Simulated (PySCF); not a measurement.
PySCF input for NS, SMILES S=[N], multiplicity 2, B3LYP-D3(BJ)/def2-TZVPD. Geometry: B3LYP-D3(BJ)/def2-TZVPD.

```python
import numpy as np
from pyscf import gto, scf, dft, df
from pyscf.hessian import thermo

mol = gto.M(
    atom='''
    N     0.00000000    0.00000000   -1.03680218
    S     0.00000000    0.00000000    0.45360095
    ''',
    basis='def2-TZVPD',
    charge=0,
    spin=1,
    max_memory=1600,
    verbose=3,
)
mf = dft.UKS(mol, xc='b3lyp').density_fit(auxbasis='def2-universal-jkfit')
mf.disp = 'd3bj'
mf.grids.level = 3
mf.conv_tol = 1e-11
mf.max_cycle = 100
mf.kernel()
fine, coarse = mf.grids, dft.Grids(mol).set(level=1).build(with_non0tab=True)
for _ in range(3):  # follow internal instabilities
    mf.grids = coarse
    mo, _, stable, _ = mf.stability(return_status=True, nroots=4)
    mf.grids = fine
    if stable:
        break
    mf.kernel(mf.make_rdm1(mo, mf.mo_occ))

# [left out here: the lines that compute and print the analytic Hessian (its translational invariance restored by hand, since the grid's response is missing), thermochemistry and intensities]
```

Output:

```

WARN: HOMO -0.162250238958065 >= LUMO -0.162250238958067

converged SCF energy = -452.921335431187  <S^2> = 0.75718003  2S+1 = 2.0071672
<class 'pyscf.df.df_jk.DFUKS'> wavefunction is stable in the internal stability analysis

WARN: DFTD3 does not support analytical Hessian, using finite difference


WARN: Mole.unit (angstrom) is changed to Bohr

Mode                                 0
Irrep
Freq [cm^-1]                     1256.9122
Reduced mass [au]                  16.9006
Force const [Dyne/A]               15.7312
Char temp [K]                    1808.4168
Normal mode                   x     y     z
       0   N                 0.00  0.00 -0.22
       1   S                 0.00  0.00  0.10
temperature 298.1500 [K]
pressure 101325.00 [Pa]
Rotational constants [GHz] inf 23.33947 23.33947
Symmetry number 1
Zero-point energy (ZPE) 0.00286 [Eh]   7518.005 [J/mol]
                           tot       elec      trans        rot        vib
Entropy [J/mol/K]       217.157      5.763    156.514     54.744      0.137
Cv [J/mol/K]             21.500      0.000     12.472      8.314      0.713
Cp [J/mol/K]             29.814      0.000     20.786      8.314      0.713
Internal energy [J/mol]                      3718.434   2478.956   7552.995
Internal energy [Eh]   -452.91610  -452.92134
Enthalpy [J/mol]                             6197.391   2478.956   7552.995
Enthalpy [Eh]          -452.91515
Gibbs free energy [J/mol]                  -40467.140 -13842.894   7512.243
Gibbs free energy [Eh] -452.93981
mode   freq/cm-1   IR/(km/mol)
   1     1256.91         6.910
max |gradient| / (hartree/bohr): 1.4135003708844756e-05
APT charges: [-0.0817  0.0817]
```

Self-consistency was reached.

Cost: about 19 core-seconds (a rough figure).
